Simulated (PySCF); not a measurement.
Potential energy of NaTl along the bond

Set-up: PySCF, scalar-relativistic core potentials, basis sets Na aug-cc-pVDZ, Tl aug-cc-pVDZ-PP with ECP60. Energies in eV from Na + Tl in their ground configurations at the same level. State: ¹Σ⁺ (singlet), closed shell.

All columns are PBE0. A positive dipole means Na(−)Tl(+).

```tsv
R (Å)	E (eV)	μ (D)	Mulliken charge on Na (basis-dependent)	HOMO (eV)	LUMO (eV)	Mayer bond order	⟨S²⟩
2.811	-0.530	-1.44	-0.02	-3.49	-1.77	1.12	0.00
2.942	-0.646	-1.39	-0.04	-3.48	-1.72	1.10	0.00
3.073	-0.711	-1.31	-0.04	-3.46	-1.69	1.08	0.00
3.171	-0.735	-1.23	-0.04	-3.44	-1.67	1.07	0.00
3.269	-0.742	-1.14	-0.03	-3.42	-1.66	1.06	0.00
3.367	-0.735	-1.05	-0.02	-3.40	-1.65	1.05	0.00
3.498	-0.709	-0.92	0.00	-3.38	-1.64	1.03	0.00
3.661	-0.657	-0.75	0.01	-3.34	-1.65	1.02	0.00
3.857	-0.576	-0.54	0.01	-3.30	-1.66	1.01	0.00
4.119	-0.450	-0.26	0.00	-3.25	-1.69	1.01	0.00
```

A fit through these points gives, at Re = 3.264 Å, μ = -1.15 D and dμ/dR = 0.913 D/Å; the reduced mass is 20.67 u.

Question: How strong is the fundamental in the double-harmonic approximation, I = 42.26·(dμ/dR)²/μred km/mol?

Answer: I = 42.26·(0.913)²/20.67 = 1.70 km/mol at PBE0.

Closed-shell solutions of metal pairs were not tested for spin polarisation, which can lower them a little. These are scalar-relativistic numbers at best; spin–orbit coupling would shift them, the dissociation energy most.
